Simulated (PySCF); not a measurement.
CsF, triplet, at the geometry of the source list (a higher spin typed on purpose: for a closed-shell molecule this is an excited state) (core potentials on Cs); DF-R2SCAN/def2-TZVP (PySCF).

Here is a job for PySCF.
```python
from pyscf import gto, scf, dft

mol = gto.M(
    atom='''
Cs   -0.62190000   -0.51290000   -0.84010000
F     0.62190000    0.51290000    0.84010000
''',
    basis='def2-tzvp',
    ecp={'Cs': 'def2-tzvp'},
    spin=2,
    verbose=4,
)

mf = dft.UKS(mol)
mf.xc = 'r2scan'
mf = mf.density_fit(auxbasis='def2-universal-jkfit')
mf.kernel()
```

What the program printed (banner, timings and long lists left out):

```
PySCF version 2.14.0

[INPUT] verbose = 4
[INPUT] num. atoms = 2
[INPUT] num. electrons = 18
[INPUT] charge = 0
[INPUT] spin (= nelec alpha-beta = 2S) = 2
[INPUT] symmetry False subgroup None
[INPUT] Mole.unit = angstrom
[INPUT] Symbol           X                Y                Z      unit          X                Y                Z       unit  Magmom
[INPUT]  1 Cs    -0.621900000000  -0.512900000000  -0.840100000000 AA   -1.175220676867  -0.969240529289  -1.587558917247 Bohr   0.0
[INPUT]  2 F      0.621900000000   0.512900000000   0.840100000000 AA    1.175220676867   0.969240529289   1.587558917247 Bohr   0.0

nuclear repulsion = 18.4073526397963
number of shells = 22
number of NR pGTOs = 86
number of NR cGTOs = 60
basis = def2-tzvp
ecp = {'Cs': 'def2-tzvp'}

******** <class 'pyscf.df.df_jk.DFUKS'> ********
method = DFUKS
initial guess = minao
damping factor = 0
level_shift factor = 0
DIIS = <class 'pyscf.scf.diis.CDIIS'>
diis_start_cycle = 1
diis_space = 8
diis_damp = 0
SCF conv_tol = 1e-09
SCF conv_tol_grad = None
SCF max_cycles = 50
direct_scf = False
number electrons alpha = 10  beta = 8
XC library pyscf.dft.libxc version 7.1.2
    S. Lehtola, C. Steigemann, M. J. T. Oliveira, and M. A. L. Marques,  SoftwareX 7, 1–5 (2018)
XC functionals = r2scan
    J. W. Furness, A. D. Kaplan, J. Ning, J. P. Perdew, and J. Sun,  J. Phys. Chem. Lett. 11, 8208–8215 (2020)
    J. W. Furness, A. D. Kaplan, J. Ning, J. P. Perdew, and J. Sun,  J. Phys. Chem. Lett. 11, 9248–9248 (2020)
    J. W. Furness, A. D. Kaplan, J. Ning, J. P. Perdew, and J. Sun,  J. Phys. Chem. Lett. 11, 8208–8215 (2020)
    J. W. Furness, A. D. Kaplan, J. Ning, J. P. Perdew, and J. Sun,  J. Phys. Chem. Lett. 11, 9248–9248 (2020)
radial grids:
    Treutler-Ahlrichs [JCP 102, 346 (1995); DOI:10.1063/1.469408] (M4) radial grids

becke partition: Becke, JCP 88, 2547 (1988); DOI:10.1063/1.454033
pruning grids: <function nwchem_prune>
grids dens level: 3
symmetrized grids: False
atomic radii adjust function: <function treutler_atomic_radii_adjust>
small_rho_cutoff = 0
Set gradient conv threshold to 3.16228e-05
tot grids = 37976
init E= -116.615726861182

cycle= 1 E= -119.830930028822  delta_E= -3.22  |g|= 0.212  |ddm|= 1.98

cycle= 2 E= -119.854310730549  delta_E= -0.0234  |g|= 0.101  |ddm|=  1.2

cycle= 3 E= -119.86087984158  delta_E= -0.00657  |g|= 0.0343  |ddm|= 0.301

cycle= 4 E= -119.861049944349  delta_E= -0.00017  |g|= 0.0324  |ddm|= 0.079

cycle= 5 E= -119.861408480564  delta_E= -0.000359  |g|= 0.00273  |ddm|= 0.0292

cycle= 6 E= -119.861412165194  delta_E= -3.68e-06  |g|= 0.00139  |ddm|= 0.0126

cycle= 7 E= -119.861413420316  delta_E= -1.26e-06  |g|= 0.000347  |ddm|= 0.00226

cycle= 8 E= -119.861413527051  delta_E= -1.07e-07  |g|= 0.000137  |ddm|= 0.000778

cycle= 9 E= -119.861413557869  delta_E= -3.08e-08  |g|= 8.4e-05  |ddm|= 0.000408

cycle= 10 E= -119.861413587608  delta_E= -2.97e-08  |g|= 4.88e-05  |ddm|= 0.00055

cycle= 11 E= -119.861413598883  delta_E= -1.13e-08  |g|= 5.49e-06  |ddm|= 0.000565

cycle= 12 E= -119.861413598921  delta_E= -3.86e-11  |g|= 3.86e-06  |ddm|= 4.1e-05

Extra cycle  E= -119.861413598916  delta_E= 5.03e-12  |g|= 5.37e-06  |ddm|= 1.49e-05
converged SCF energy = -119.861413598916  <S^2> = 2.0032473  2S+1 = 3.0021641
```
